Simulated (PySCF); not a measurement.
## CH5B3F3N3

CH5B3F3N3 is a molecule, neutral, singlet. The structure, one conformer, was relaxed in the gas phase by PBE0-D3(BJ)/def2-SVP. No frequency run checks that it is a minimum.

SMILES: FC(F)(F)B1NBNBN1

```csv
atom,x (Å),y (Å),z (Å)
N1,-0.628,-0.442,-0.956
B2,-1.886,-0.202,-0.318
N3,-1.856,0.359,0.993
B4,-0.646,0.672,1.680
N5,0.581,0.411,0.992
B6,0.597,-0.134,-0.315
C7,1.996,-0.364,-1.075
F8,1.961,-1.423,-1.903
F9,3.014,-0.566,-0.220
F10,2.324,0.704,-1.824
H11,-0.613,-0.850,-1.882
H12,-2.927,-0.468,-0.868
H13,-2.735,0.534,1.462
H14,-0.652,1.134,2.795
H15,1.461,0.609,1.452
```

Shieldings: GIAO PBE0/pcSseg-1. Shifts are against computed references at the same level: C TMS (σ 184.4 ppm), H TMS (σ 31.27 ppm). Core levels by delta-SCF with SCAN, pcX-2 on the ionised atom and pcseg-1 elsewhere, spin-free X2C; from the vacuum level, for chosen atoms.

(1) Give the NMR and core-level values of the distinct atoms.

(2) By CAM-B3LYP/def2-SVPD (TDDFT singlets, Tamm-Dancoff triplets, ionisation by delta-SCF), where does absorption start, and what does vertical ionisation take?

Results:

(1) 
| atoms | bonded to | σ (ppm) | δ (ppm) | core level (eV) |
| --- | --- | --- | --- | --- |
| N1 | 2 B + 1 H | 129.9 | - | 1s 405.19 |
| B2 B4 | 2 N + 1 H | 72.4 | - | 1s 196.25 |
| N3 | 2 B + 1 H | 118.2 | - | - |
| N5 | 2 B + 1 H | 129.4 | - | 1s 405.18 |
| B6 | 1 C + 2 N | 76.0 | - | 1s 196.51 |
| C7 | 1 B + 3 F | 53.9 | 130.5 | 1s 297.39 |
| F8 | 1 C | 266.4 | - | - |
| F9 | 1 C | 267.9 | - | - |
| F10 | 1 C | 254.4 | - | - |
| H11 | 1 N | 25.46 | 5.80 | - |
| H12 | 1 B | 26.40 | 4.87 | - |
| H13 | 1 N | 25.39 | 5.88 | - |
| H14 | 1 B | 26.40 | 4.87 | - |
| H15 | 1 N | 25.42 | 5.85 | - |

Values are those of this one static structure; atoms that internal rotation interchanges would show their mean in an NMR spectrum.

The core-hole states of B2, B6 are spin-contaminated (⟨S²⟩ 0.81, 0.81 against 0.75 for a pure doublet), so those values and differences from them are less sure.

(2) The lowest singlet lies at 6.89 eV (f 0.002), the strongest of the first 6 at 8.01 eV (f 0.393), the lowest triplet at 6.48 eV; vertical ionisation takes 10.84 eV.

The 3 runs behind this took 6.9 min in all, one thread each of Intel Xeon Platinum 8488C on a shared host, launched as `OMP_NUM_THREADS=1 python cluster_run.py task.json out`.
